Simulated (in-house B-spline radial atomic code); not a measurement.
**Pt⁵⁺: [Xe] 4f14 5d5**

All numbers are computed (Dirac-Kohn-Sham B97-1, spherical fractional occupations, exact exchange averaged over the configuration; Fermi nucleus of rms radius 5.427 fm) with a B-spline radial code for spherical atoms, not measured.

Screening seen three ways: the hydrogenic charge with the same mean radius, Z_r = [3n² - l(l+1)]/(2<r>), the one with the same energy, Z_e = n√(-2ε), and Slater's rules. Values are occupation-weighted means over j. An effective charge above Z reflects the relativistic contraction of the inner shells.

| shell | electrons | ε (eV) | <r> (bohr) | Z_r | Z_e | Slater |
| --- | --- | --- | --- | --- | --- | --- |
| 1s | 2 | -78470 | 0.01715 | 87.45 | 75.94 | 77.70 |
| 2s | 2 | -13866 | 0.0717 | 83.68 | 63.85 | 73.85 |
| 2p | 6 | -12136 | 0.0647 | 77.28 | 59.73 | 73.85 |
| 3s | 2 | -3323.6 | 0.1865 | 72.37 | 46.89 | 66.75 |
| 3p | 6 | -2810.4 | 0.1871 | 66.81 | 43.12 | 66.75 |
| 3d | 10 | -2203.3 | 0.1705 | 61.59 | 38.18 | 56.85 |
| 4s | 2 | -775.18 | 0.415 | 57.83 | 30.19 | 50.25 |
| 4p | 6 | -604.28 | 0.4404 | 52.23 | 26.66 | 50.25 |
| 4d | 10 | -383.13 | 0.4683 | 44.84 | 21.23 | 38.85 |
| 5s | 2 | -173.02 | 0.9451 | 39.68 | 17.83 | 20.35 |
| 4f | 14 | -143.14 | 0.5138 | 35.03 | 12.97 | 27.45 |
| 5p | 6 | -126.02 | 1.072 | 34.05 | 15.22 | 20.35 |
| 5d | 5 | -69.311 | 1.38 | 25.00 | 11.29 | 8.60 |

The least bound orbital is 5d5/2 at -68.54 eV, and it is also the most diffuse (<r> = 1.393 bohr).

Spin-orbit splittings of the orbital energies (j = l + 1/2 above j = l - 1/2 when positive): 2p 1729 eV, 3p 381.2 eV, 3d 82.04 eV, 4p 91.17 eV, 4d 17.01 eV, 4f 3.508 eV, 5p 15.94 eV, 5d 1.928 eV.

For the 1s electron the small component carries 8.75 % of the norm, the zero-frequency Breit interaction raises the level by 290.2 eV, self-energy by 184.8 eV, and vacuum polarisation lowers it by 37.12 eV.
